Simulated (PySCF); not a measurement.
Si(H)3(OAc) (C2H6O2Si), SMILES C(C)(O[SiH3])=O.

Coordinates come from a r2SCAN-D4/def2-SVP optimisation.

Method: r2SCAN-D4/def2-SVP (PySCF).

Frequencies are harmonic and unscaled.

Computed harmonic wavenumbers and intensities:
```csv
mode,ν (cm⁻¹),IR (km/mol),Raman (Å⁴/amu),depolarisation,moving atoms (share of kinetic energy)
1,96,1.5,0.3,0.75,"H 87 %, O 11 %"
2,125,2.4,0.6,0.75,"O 39 %, H 33 %, C 19 %, Si 9 %"
3,151,13.3,0.5,0.63,"O 51 %, Si 27 %, H 12 %, C 10 %"
4,215,0.0,0.4,0.75,"H 86 %, O 14 %"
5,377,5.3,2.0,0.35,"C 30 %, H 28 %, O 22 %, Si 21 %"
6,579,0.0,4.5,0.75,"C 46 %, H 43 %, O 11 %"
7,598,10.4,10.0,0.47,"O 33 %, H 30 %, C 29 %, Si 8 %"
8,697,27.2,8.8,0.58,"H 64 %, C 14 %, Si 12 %, O 10 %"
9,711,50.0,12.0,0.75,"H 77 %, O 12 %, Si 9 %"
10,793,51.8,6.6,0.16,"O 64 %, H 17 %, Si 14 %"
11,938,286.9,12.2,0.75,"H 72 %, O 14 %, Si 10 %"
12,942,157.1,13.0,0.75,H 94 %
13,958,71.0,22.3,0.75,H 96 %
14,963,40.0,5.6,0.07,"O 46 %, H 29 %, C 24 %"
15,1014,23.8,3.4,0.44,"H 58 %, C 23 %, O 18 %"
16,1043,10.6,0.1,0.75,"C 49 %, H 48 %"
17,1282,260.5,4.0,0.68,"C 54 %, H 33 %, O 14 %"
18,1376,152.3,2.4,0.75,"H 54 %, C 44 %"
19,1434,15.7,15.4,0.70,H 96 %
20,1443,11.2,14.7,0.75,H 96 %
21,1815,215.4,2.7,0.31,"C 64 %, O 35 %"
22,2258,47.0,213.9,0.02,H 99 %
23,2270,117.7,87.0,0.63,H 96 %
24,2271,112.5,61.8,0.75,H 95 %
25,3057,0.7,139.8,0.01,H 97 %
26,3150,0.8,70.2,0.75,"H 91 %, C 9 %"
27,3201,2.4,71.2,0.72,"H 90 %, C 10 %"
```
